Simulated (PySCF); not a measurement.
# Radial density of P (phosphorus, neutral)

UHF, [Ne] 3s2 3p3, high-spin 4S determinant. Calculation: PySCF 2.14, in cc-pVDZ-DK; scalar relativity by spin-free X2C-1e.

| r (bohr) | 4πr²ρ (e/bohr) | 4πr²(ρα − ρβ) |
| --- | --- | --- |
| 0.00147 | 0.06791 | 0.0000 |
| 0.00247 | 0.1821 | 0.0000 |
| 0.00416 | 0.4681 | 0.0000 |
| 0.00700 | 1.177 | 0.0000 |
| 0.0118 | 2.814 | 0.0001 |
| 0.0198 | 6.149 | 0.0004 |
| 0.0333 | 11.47 | 0.0018 |
| 0.0560 | 16.47 | 0.0089 |
| 0.0942 | 15.80 | 0.0392 |
| 0.159 | 11.06 | 0.1300 |
| 0.267 | 13.72 | 0.2404 |
| 0.448 | 15.02 | 0.1293 |
| 0.754 | 5.383 | 0.0493 |
| 1.27 | 2.305 | 0.9374 |
| 2.13 | 2.285 | 1.3787 |
| 3.59 | 0.5138 | 0.3929 |
| 6.04 | 0.01010 | 0.0093 |

Densities and radii are taken from the X2C orbitals without a picture-change correction, which distorts them close to the nucleus.
